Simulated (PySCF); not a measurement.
Cd(H)(SeH) (CdH2Se), SMILES [SeH][CdH]. Geometry optimised at B3LYP-D3(BJ)/def2-TZVP. The def2 effective core potentials stand for the cores of Cd; spin–orbit coupling is left out.

Question: Give the equilibrium geometry at B3LYP-D3(BJ)/def2-TZVP (PySCF confirms it by a frequency run) as Cartesian coordinates in Å, and its point group. (An estimate is asked for; the answer gives what the named calculation found.)

Answer: point group Cs.
```xyz
4

Cd     0.0004    -1.0179     0.0000
H      0.0078    -2.6907     0.0000
Se    -0.0429     1.4712     0.0000
H      1.4294     1.5293     0.0000
```
Charge 0, spin multiplicity 1.
